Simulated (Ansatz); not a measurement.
Reaction (isomerisation): `N[SiH](O)[Si](N)(F)F` → `N[Si@@H](F)O[Si@@H](N)F`

Isolated molecules relaxed with PBE0-D4/def2-TZVP in Ansatz; ΔE leaves out vibrations. CCSD(T)/CBS is the MP2 limit (def2-TZVPP, def2-QZVPP) plus CCSD(T) − MP2 in def2-TZVPP, frozen cores. DFT in def2-TZVPP. B3LYP here is the variant with VWN-RPA as its local correlation; programs differ in this. One conformer a species, not always the lowest.

```tsv
level	ΔE (kcal/mol)	difference from CCSD(T)/CBS
PBE-D4	-30.1	8.1
PBE0-D4	-33.5	4.7
B3LYP-D4	-36.7	1.5
ωB97X-V	-36.6	1.6
ωB97M-V	-38.1	0.1
PBE	-30.7	7.5
PBE0	-34.0	4.2
HF/def2-TZVPP	-46.0	-7.8
MP2/def2-TZVPP	-39.8	-1.6
CCSD/def2-TZVPP	-39.7	-1.5
CCSD(T)/def2-TZVPP	-38.5	-0.3
HF/def2-QZVPP	-46.8	-8.6
SCS-MP2/def2-QZVPP	-40.7	-2.5
HF/CBS(def2)	-46.9	-8.7
MP2/CBS(def2)	-39.5	-1.3
CCSD/CBS(def2)	-39.4	-1.2
CCSD(T)/CBS	-38.2	0
```

Largest T1 diagnostic among the species: 0.012.

From PBE to PBE0 (25 % exact exchange), in def2-TZVPP and without D4, ΔE moves by −3.4 kcal/mol. In def2-TZVPP, CCSD(T) changes the Hartree–Fock value by +7.5 kcal/mol (the triples alone add +1.2 kcal/mol) and MP2 by +6.2 kcal/mol. The D4 term adds +1.0 kcal/mol with B3LYP and +0.5 kcal/mol with PBE0; it sums over pairs of atoms, weighted by their polarisabilities, and B3LYP, whose exchange is more repulsive, gets the larger term.
